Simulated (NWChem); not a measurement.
System: CH$_{6}$O$_{2}$Si; SMILES C[SiH](O)O

NWChem input:

```
start job
memory heap 200 mb stack 900 mb global 1100 mb
geometry units angstroms noautoz
  Si    -0.102369    -0.016913     0.256188
  C     -0.108928    -1.799362    -0.241598
  O     -1.511005     0.651696    -0.328691
  O      1.261025     0.665194    -0.414111
  H     -0.057883     0.194456     1.740132
  H     -0.142570    -1.879353    -1.339181
  H      0.798798    -2.310542     0.112077
  H     -0.988385    -2.318917     0.167079
  H     -1.770157     1.511973     0.010683
  H      1.530530     1.529288    -0.092908
end
basis spherical
  Si library 3-21g
  C library 3-21g
  O library 3-21g
  H library 3-21g
end
dft
  xc pbe0
  iterations 150
  mulliken
end
task dft energy
```

Parts of the log:

```
             Northwest Computational Chemistry Package (NWChem) 7.3.0
             --------------------------------------------------------

 CS  symmetry detected

                             Geometry "geometry" -> ""
                             -------------------------

 Output coordinates in angstroms (scale by  1.889725989 to convert to a.u.)

  No.       Tag          Charge          X              Y              Z
 ---- ---------------- ---------- -------------- -------------- --------------
    1 Si                  14.0000     0.33389452     0.06720953     0.00000000
    2 C                    6.0000    -0.19406442    -1.70654806     0.00000000
    3 O                    8.0000    -0.28253037     0.75314544    -1.38668885
    4 O                    8.0000    -0.28253037     0.75314544     1.38668885
    5 H                    1.0000     1.82188102     0.25333261     0.00000000
    6 H                    1.0000    -1.29336324    -1.76787386     0.00000000
    7 H                    1.0000     0.17855637    -2.22832580     0.89402394
    8 H                    1.0000     0.17855637    -2.22832580    -0.89402394
    9 H                    1.0000     0.06235938     1.60961037    -1.65117843
   10 H                    1.0000     0.06235938     1.60961037     1.65117843

 Effective nuclear repulsion energy (a.u.)     182.6028288258

      Symmetry information
      --------------------

 Group name             Cs
 Group number              2
 Group order               2
 No. of unique centers     7

                                 NWChem DFT Module
                                 -----------------

 Summary of "ao basis" -> "ao basis" (spherical)
 ------------------------------------------------------------------------------
       Tag                 Description            Shells   Functions and Types
 ---------------- ------------------------------  ------  ---------------------
 Si                          3-21g                   7       13   4s3p
 C                           3-21g                   5        9   3s2p
 O                           3-21g                   5        9   3s2p
 H                           3-21g                   2        2   2s

      Symmetry analysis of basis
      --------------------------

        a'         34
        a"         18

            General Information
            -------------------
          SCF calculation type: DFT
          Wavefunction type:  closed shell.
          No. of atoms     :    10
          No. of electrons :    42
           Alpha electrons :    21
            Beta electrons :    21
          Charge           :     0
          Spin multiplicity:     1
          Use of symmetry is: on ; symmetry adaption is: on
          Maximum number of iterations: 150
          AO basis - number of functions:    52
                     number of shells:    34
          Convergence on energy requested:  1.00D-06
          Convergence on density requested:  1.00D-05
          Convergence on gradient requested:  5.00D-04

              XC Information
              --------------
                         PBE0 Method XC Functional
                     Hartree-Fock (Exact) Exchange  0.250
          PerdewBurkeErnzerhof Exchange Functional  0.750
            Perdew 1991 LDA Correlation Functional  1.000 local
           PerdewBurkeErnz. Correlation Functional  1.000 non-local

             Grid Information
             ----------------
          Grid used for XC integration:  medium
          Radial quadrature: Mura-Knowles
          Angular quadrature: Lebedev.
          Tag              B.-S. Rad. Rad. Pts. Rad. Cut. Ang. Pts.
          ---              ---------- --------- --------- ---------
          Si                  1.10       88           8.0       590
          C                   0.70       49          10.0       434
          O                   0.60       49          10.0       434
          H                   0.35       45          11.0       434
          Grid pruning is: on
          Number of quadrature shells:   366
          Spatial weights used:  Erf1

      Superposition of Atomic Density Guess
      -------------------------------------

 Sum of atomic energies:        -476.51155270

      Non-variational initial energy
      ------------------------------

 Total energy =    -478.057197
 1-e energy   =   -1020.334731
 2-e energy   =     359.674705
 HOMO         =      -0.364141
 LUMO         =       0.102637

      Symmetry analysis of molecular orbitals - initial
      -------------------------------------------------

  Numbering of irreducible representations:

     1 a'          2 a"

  Orbital symmetries:

     1 a'          2 a'          3 a"          4 a'          5 a'
     6 a"          7 a'          8 a'          9 a'         10 a"
    11 a'         12 a'         13 a"         14 a'         15 a'
    16 a"         17 a"         18 a'         19 a"         20 a'
    21 a'         22 a'         23 a"         24 a'         25 a'
    26 a"         27 a"         28 a'         29 a'         30 a'
    31 a'

     ---------------------------------------------
      Total Density - Mulliken Population Analysis
     ---------------------------------------------

    Atom       Charge   Shell Charges
 -----------   ------   -------------------------------------------------------
    1 Si  14    12.36   2.00  1.97  5.86  0.65  1.08  0.36  0.44
    2 C    6     7.23   1.99  0.39  1.63  1.20  2.01
    3 O    8     9.06   1.99  0.43  2.30  1.43  2.91
    4 O    8     9.06   1.99  0.43  2.30  1.43  2.91
    5 H    1     1.18   0.41  0.77
    6 H    1     0.72   0.40  0.32
    7 H    1     0.72   0.40  0.31
    8 H    1     0.72   0.40  0.31
    9 H    1     0.48   0.31  0.16
   10 H    1     0.48   0.31  0.16

   convergence    iter        energy       DeltaE   RMS-Dens  Diis-err
 ---------------- ----- ----------------- --------- --------- ---------
 d= 0,ls=0.0,diis     1   -478.7140926782 -6.61D+02  2.88D-02  8.85D-01
 d= 0,ls=0.0,diis     2   -478.7004648147  1.36D-02  1.56D-02  1.20D+00
 d= 0,ls=0.0,diis     3   -478.8085449698 -1.08D-01  1.64D-03  1.75D-02
 d= 0,ls=0.0,diis     4   -478.8099924795 -1.45D-03  3.80D-04  6.04D-04
 d= 0,ls=0.0,diis     5   -478.8100664420 -7.40D-05  8.58D-05  4.41D-05
  Resetting Diis
 d= 0,ls=0.0,diis     6   -478.8100719895 -5.55D-06  1.41D-05  3.77D-07
 d= 0,ls=0.0,diis     7   -478.8100720492 -5.97D-08  4.81D-06  1.92D-08

         Total DFT energy =     -478.810072049198
      One electron energy =    -1023.776653089336
           Coulomb energy =      407.801469585545
    Exchange-Corr. energy =      -45.437717371203
 Nuclear repulsion energy =      182.602828825796

 Numeric. integr. density =       41.999999386506

                  Occupations of the irreducible representations
                  ----------------------------------------------

                     irrep           alpha         beta
                     --------     --------     --------
                     a'               14.0         14.0
                     a"                7.0          7.0

                       DFT Final Molecular Orbital Analysis
                       ------------------------------------

 Vector   19  Occ=2.000000D+00  E=-3.304289D-01  Symmetry=a'
              MO Center= -1.4D-01, -2.8D-01,  1.2D-14, r^2= 3.2D+00
   Bfn.  Coefficient  Atom+Function         Bfn.  Coefficient  Atom+Function
  ----- ------------  ---------------      ----- ------------  ---------------
    21      0.294780   2 C  py               17      0.254423   2 C  py
    30      0.215423   3 O  py               39      0.215423   4 O  py
    19      0.202362   2 C  s                20      0.183231   2 C  px
    26      0.183668   3 O  py               35      0.183668   4 O  py
    28     -0.161204   3 O  s                37     -0.161204   4 O  s

 Vector   20  Occ=2.000000D+00  E=-3.009677D-01  Symmetry=a"
              MO Center= -2.4D-01,  6.8D-01, -2.6D-14, r^2= 2.7D+00
   Bfn.  Coefficient  Atom+Function         Bfn.  Coefficient  Atom+Function
  ----- ------------  ---------------      ----- ------------  ---------------
    31      0.357133   3 O  pz               40      0.357133   4 O  pz
    27      0.288705   3 O  pz               36      0.288705   4 O  pz
    13      0.178931   1 Si pz               30      0.179022   3 O  py
    39     -0.179022   4 O  py               26      0.170923   3 O  py
    35     -0.170923   4 O  py               29     -0.167245   3 O  px

 Vector   21  Occ=2.000000D+00  E=-2.974981D-01  Symmetry=a'
              MO Center=  2.6D-01,  4.7D-01,  2.2D-14, r^2= 3.2D+00
   Bfn.  Coefficient  Atom+Function         Bfn.  Coefficient  Atom+Function
  ----- ------------  ---------------      ----- ------------  ---------------
    42      0.476995   5 H  s                29     -0.334143   3 O  px
    38     -0.334143   4 O  px               25     -0.287238   3 O  px
    34     -0.287238   4 O  px               41      0.190237   5 H  s
    11     -0.185005   1 Si px               21     -0.156676   2 C  py
     7      0.143691   1 Si px               19     -0.127674   2 C  s

 Vector   22  Occ=0.000000D+00  E= 7.109571D-02  Symmetry=a'
              MO Center=  1.9D-01,  1.1D+00,  4.3D-15, r^2= 3.6D+00
   Bfn.  Coefficient  Atom+Function         Bfn.  Coefficient  Atom+Function
  ----- ------------  ---------------      ----- ------------  ---------------
    12      0.796326   1 Si py               28     -0.571302   3 O  s
    37     -0.571302   4 O  s                10      0.396776   1 Si s
    50      0.382416   9 H  s                52      0.382416  10 H  s
    30     -0.233704   3 O  py               39     -0.233704   4 O  py
    46      0.229798   7 H  s                48      0.229798   8 H  s

[...]
```

Level: PBE0/3-21G. All runs use the structure optimised with PBE0/def2-SVP.
